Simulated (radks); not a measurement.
Results of a calculation; reference values are marked as such.
Sc XVII, 5 electrons, occupied as [He] 2s1 2p2 (not the ground configuration).

Level of theory: scalar-relativistic Kohn-Sham, r2SCAN, spin-unpolarised, spherical densities, finite nucleus; meta-GGA in the generalised Kohn-Sham scheme; Fermi nuclear charge, rms radius 3.5459 fm (a radial shooting solver on a logarithmic mesh with Libxc functionals).

Energy parts (eV):
part                      energy
total                 -15234.827
kinetic                15386.626
electron-nucleus      -31921.236
Hartree                 1814.319
exchange-correlation    -514.536

Orbitals (lengths in bohr, moments of r in powers of bohr; <r^-3> diverges for s and p1/2; r(max) is where P^2 peaks):
orbital  occ.  eigenvalue (eV)      <r^4>   r(max)  <r^-3>
1s          2        -5215.262  0.0001280  0.04771       -
2s          1        -1099.618    0.02134   0.2666       -
2p          2        -1038.039    0.01475   0.2130   289.3

The highest occupied level is 2p at -1038.0 eV. The electron density at the nucleus is 7041 e/bohr^3 (large components only).
